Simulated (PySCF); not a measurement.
Correlation energy of Mg (magnesium, neutral)

[Ne] 3p2, high-spin 3P determinant (an excited configuration). Computed with PySCF 2.14 in def2-TZVPPD, with no relativity, point nucleus. Frozen: [Ne]; 2 electrons correlated.

With two correlated electrons CCSD is exact within the correlated space (frozen core and kept virtual orbitals).

| level | correlation energy (mhartree) |
| --- | --- |
| CCSD | -8.12 |

Diagnostics: T1 = 0.0027, D1 = 0.0039, largest double amplitude 0.120.

Question: Is a single reference adequate?

Answer: Mostly. T1 lies below 0.03, but a double amplitude of this size points to a near-degeneracy that CCSD handles and MP2 describes poorly.
